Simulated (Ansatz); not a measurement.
This geometry of AlF2H3OS (8 atoms, charge 0, multiplicity 1) is a first-order saddle point.

Theory: RKS BHLYP-D4/def2-SVP in Ansatz 0.2.0.

```xyz
8
Properties=species:S:1:pos:R:3
Al -0.678 -0.379 -0.425
S 1.575 0.274 -0.787
F -0.934 -1.986 -0.699
F -1.716 0.716 -1.092
H 0.993 0.235 0.671
O -0.170 -0.012 1.247
H 1.282 1.566 -1.009
H -0.352 -0.415 2.093
```

(1) Which two structures does it join? (They come from a converged band through this point; their orientation in space is the band's.)

(2) How far does it lie above each of them?

Answers

(1) Bonds broken: H5–O6. Bonds formed: S2–H5.

Image 0:

```xyz
8
Properties=species:S:1:pos:R:3
Al -0.413 -0.234 -0.573
S 1.618 0.288 -1.218
F -0.801 -1.846 -0.450
F -1.627 0.814 -0.978
H 0.658 0.254 1.611
O -0.228 -0.012 1.353
H 1.273 1.528 -1.601
H -0.481 -0.792 1.855
```

Image 6:

```xyz
8
Properties=species:S:1:pos:R:3
Al -0.720 -0.431 -0.199
S 1.600 0.340 -0.703
F -0.820 -1.929 -0.896
F -1.449 0.798 -1.039
H 1.697 0.908 0.511
O -0.573 -0.285 1.479
H 1.172 1.461 -1.308
H -0.906 -0.862 2.155
```

(2) 0.80 eV above the first and 0.42 eV above the second. This is the barrier of this one path; another mechanism may lie lower. The orbitals stay closed-shell, which can raise the energy where a bond breaks towards radicals; this wasn't checked here.

Run time: 2.1 min on 2 threads of Arm Neoverse V2, with other jobs on the host, peak memory 0.2 GiB.
